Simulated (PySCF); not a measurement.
Geometry:
```
atom   x (Å)   y (Å)   z (Å)
 Al1   0.721   1.931  -0.282
  H2   1.289   3.387  -0.475
  S3   0.073   1.430   1.741
 Al4  -0.681  -0.612   1.876
  H5  -1.249  -1.052   3.277
  S6  -0.720  -2.124   0.307
 Al7   0.001  -1.343  -1.601
  H8   0.030  -2.367  -2.796
  S9   0.669   0.680  -2.072
```

Geometry: PBE0-D3(BJ)/def2-SVP; GIAO shifts from PySCF 2.14, gas phase, non-relativistic, averaged over equivalent atoms.

At PBE/pcSseg-1 (pcSseg-2 on Al) (216 basis functions, 30 s wall time on 1 thread of an Arm Neoverse V1, shared host):
| atoms | δ (ppm) |
| --- | --- |
| Al1/Al4/Al7 | 234.6 |
| H2/H5/H8 | 5.45 |
| S3/S6/S9 | -101.3 |

Chemical shifts δ = σref − σ; 27Al (σ = 560.82 ppm) against [Al(H2O)6]3+; 1H (σ = 31.20 ppm) vs TMS; 33S (σ = 490.84 ppm) against CS2, all at this level.

Task: Estimate the result of repeating the calculation with PBE0/pcSseg-1 (pcSseg-2 on Al).

Result: 
| atoms | δ at PBE0/pcSseg-1 (pcSseg-2 on Al) | change |
| --- | --- | --- |
| Al1/Al4/Al7 | 235.1 | +0.5 |
| H2/H5/H8 | 5.30 | -0.15 |
| S3/S6/S9 | -146.6 | -45.3 |

δ = σ(ref) − σ, references computed at the same level: 27Al (σref 576.18) vs [Al(H2O)6]3+; TMS for 1H (σref 31.27); 33S (σref 495.66) against CS2.

The largest change is at S3/S6/S9 (sulfur bonded to 2 Al). Cost: 216 basis functions, 33 s wall time on 1 thread of an Arm Neoverse V1, shared host.
